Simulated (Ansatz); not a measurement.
C3H3 (SMILES [C]#CC), doublet (typed; the unrestricted solution is spin-contaminated), geometry from GFN2-xTB; MP2/def2-SVP run with Ansatz (a first-principles code).

Ansatz was given this input:
Ansatz 0.2 input:
```yaml
crystal:
  periodic: [false, false, false]
  atoms:
    - {symbol: C, position_ang: [0.00175930, -0.00079138, 0.33446282]}
    - {symbol: C, position_ang: [0.00804284, -0.00361788, 1.52903105]}
    - {symbol: C, position_ang: [-0.00590540, 0.00265640, -1.12268107]}
    - {symbol: H, position_ang: [0.03996787, 1.03022063, -1.47944750]}
    - {symbol: H, position_ang: [0.85747672, -0.55120368, -1.48748952]}
    - {symbol: H, position_ang: [-0.92082503, -0.46849982, -1.47793980]}
basis:
  gaussian:
    orbitals: def2-SVP
magnetization: {spin_polarized: true, initial_magnetization: 1}
correlation: {method: mp2}
```

It wrote (shortened):

```
Functional definition: HF
596 factors; integrals over basis functions are off by at most 1.2e-3 eV
mean field evaluation 1: about -3129.6954 eV, gradient 1.5e1 eV
mean field evaluation 2: about -3129.7044 eV, gradient 1.5e1 eV
mean field evaluation 4: about -3131.6782 eV, gradient 2.1e0 eV
mean field evaluation 8: about -3131.7330 eV, gradient 1.4e-1 eV
mean field evaluation 16: about -3131.7342 eV, gradient 6.8e-3 eV
mean field evaluation 32: about -3131.7621 eV, gradient 1.2e-2 eV
mean field evaluation 64: about -3131.7624 eV, gradient 2.9e-3 eV
mean field evaluation 96: about -3131.7621 eV, gradient 3.6e-4 eV
mean field evaluation 128: about -3131.7622 eV, gradient 7.3e-2 eV
mean field evaluation 160: about -3132.3064 eV, gradient 2.0e-6 eV
mean field -3132.30642445 eV, -115.1101379449 hartree, gradient 2.0e-6 eV, S^2 1.056994; 8 other end points of the search recorded, 0 dependent functions left out
3 core orbitals not correlated
reference -3132.30642445 eV, -115.1101379449 hartree; 8, 7 occupied and 46, 47 virtual orbitals, 596 factors
second order -9.22243120 eV of doubles, -0.00000000 eV of singles
Total energy: -3141.52885565 eV, -115.4490560402 hartree
```
